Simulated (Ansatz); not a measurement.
One change: `N=C(I)O[SiH3]` becomes `COC(=N)I`.

Ansatz, PBE0-D4/def2-TZVP geometries, multiplicity 1. Each molecule was computed in one conformer, which needn't be the lowest.

Elements past krypton have def2 core potentials.  Spin–orbit coupling is left out; it splits and shifts lone-pair levels of the heavy atoms by tenths of an eV.

| property | `N=C(I)O[SiH3]` |
| --- | --- |
| HOMO–LUMO gap (PBE/def2-TZVPP) / eV | 4.30 |
| size of the dipole moment (B3LYP/def2-TZVPP) / D | 2.99 |
| LUMO energy (PBE0/def2-TZVPP) / eV | -1.04 |
| size of the dipole moment (ωB97M-V/def2-TZVPP) / D | 2.98 |
| LUMO energy (ωB97M-V/def2-TZVPP) / eV | 0.88 |
| HOMO energy (PBE/def2-TZVPP) / eV | -6.24 |

**Question.** Give the same properties after the change, and the shifts. (Best estimate.)

**Answer.** Computed: 
```
                                          property  `COC(=N)I`  shift
               HOMO–LUMO gap (PBE/def2-TZVPP) / eV        4.45   0.15
  size of the dipole moment (B3LYP/def2-TZVPP) / D        3.40   0.41
                LUMO energy (PBE0/def2-TZVPP) / eV       -0.84   0.20
size of the dipole moment (ωB97M-V/def2-TZVPP) / D        3.40   0.42
             LUMO energy (ωB97M-V/def2-TZVPP) / eV        1.14   0.26
                 HOMO energy (PBE/def2-TZVPP) / eV       -6.20   0.04
```

Dipoles are sizes alone; their direction can turn.

Positive LUMOs are unbound, so they and the gaps depend on the basis.

B3LYP here is the variant with VWN-RPA as its local correlation; programs differ in this.
